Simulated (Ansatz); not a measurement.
The Se3–H4 bond of FHMgSe (SMILES [F][Mg][SeH]) is stretched (multiplicity 1, the rest rigid).
Geometry at rest (charge 0, multiplicity 1):
```tsv
atom	x (Å)	y (Å)	z (Å)
Mg	0.5347	-1.0479	0.3436
F	1.2991	-2.5474	0.8409
Se	-0.5067	1.0061	-0.3739
H	-0.8817	1.2936	1.0230
```

Cores are frozen in the correlated methods. Filled d and f shells under p-block atoms count as core.

The values were computed with Ansatz (a program for electronic structure) with Gaussian orbitals. 

FIC-MRCISD+Q on CASSCF(4,3)/def2-TZVPP, total energies (hartree):

```csv
R (Å),CASSCF,MRCISD,weight c² of the reference
1.475,-2699.653819,-2700.057847,0.90219
2.581,-2699.563812,-2699.956152,0.90302
4.719,-2699.540055,-2699.928993,0.90433
```

Q: Add the Davidson correction (E_MRCISD − E_CASSCF)(1 − c²)/c² and give the energies above the first point at the three levels.

A: 
Corrections (hartree): -0.043804, -0.042136, -0.041148. Above the first point (kcal/mol):
- R = 2.581 Å: CASSCF 56.5, MRCISD 63.8, with the correction 64.9
- R = 4.719 Å: CASSCF 71.4, MRCISD 80.9, with the correction 82.5

Doubts at one or more of the structures used: active orbitals that take no part (FIC-MRCISD+Q on CASSCF(4,3)/def2-TZVPP).
